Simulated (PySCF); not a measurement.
C2H5Te, SMILES [CH2][Te]C, multiplicity 2. The structure is a stationary point at B3LYP-D3(BJ)/def2-SVP. The isomer is the one that the SMILES or the coordinates give; other isomers of the formula were not compared. The def2 effective core potentials stand for the cores of Te; spin–orbit coupling is left out.

Computed equilibrium geometry at B3LYP-D3(BJ)/def2-SVP (PySCF confirms it by a frequency run) as Cartesian coordinates in Å:
```xyz
8

C      1.6647    -0.1337    -0.8206
Te    -0.0156    -0.0115     0.3738
C     -1.4142     0.1547    -1.2809
H      2.6378    -0.2512    -0.3393
H      1.6098     0.1779    -1.8662
H     -1.1770     1.0543    -1.8627
H     -1.3389    -0.7448    -1.9041
H     -2.4240     0.2376    -0.8577
```
Charge 0, spin multiplicity 2.
